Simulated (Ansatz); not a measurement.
Reaction (ligand exchange at the Si–O bond): `O[SiH2]S[SiH3]` + NH₃ → `N[SiH2]S[SiH3]` + H₂O

Program: Ansatz. Geometries: PBE0-D4/def2-TZVP. ΔE: electronic, gas phase. CCSD(T)/CBS adds triple-zeta CCSD(T) − MP2 to the extrapolated MP2 energy (def2 sets, frozen cores). This one scheme is used for every species. DFT in def2-TZVPP. B3LYP here is the variant with VWN-RPA as its local correlation; programs differ in this. Each species was taken in one conformer, which may not be the lowest.

```
             level  ΔE (eV)
          B3LYP-D4     0.48
           ωB97X-V     0.48
            B2PLYP     0.50
            r2SCAN     0.49
              PBE0     0.44
SCS-MP2/def2-TZVPP     0.49
CCSD(T)/def2-TZVPP     0.47
     MP2/CBS(def2)     0.44
```

(1) What does CCSD(T)/CBS give? (An estimate is asked.)

Largest T1 diagnostic among the species: 0.012.

Answers

(1) The calculation gave: +0.45 eV. The listed levels differ from it by 0.03, 0.03, 0.05, 0.04, -0.01, 0.04, 0.02, -0.01 eV.

In def2-TZVPP, CCSD(T) changes the Hartree–Fock value by −0.06 eV (the triples alone add −0.00 eV) and MP2 by −0.06 eV.
